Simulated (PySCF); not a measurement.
## Electron correlation in Br²⁺ (bromine, charge +2)

[Ar] 3d10 4s2 4p3, high-spin 4S determinant. Calculation: PySCF 2.14, in aug-cc-pVQZ-PP with ECP10MDF; a scalar-relativistic core potential. Frozen: 3s2 3p6 3d10; 5 electrons correlated.

| level | correlation energy (mhartree) |
| --- | --- |
| CCSD | -99.06 |
| (T) | -2.82 |
| CCSD(T) | -101.88 |

Diagnostics: T1 = 0.0022, D1 = 0.0047, largest double amplitude 0.042.

Problem. Is a single reference adequate?

Solution. Yes, within this model without spin-orbit coupling: T1 lies below 0.03 and no double amplitude reaches 0.07.
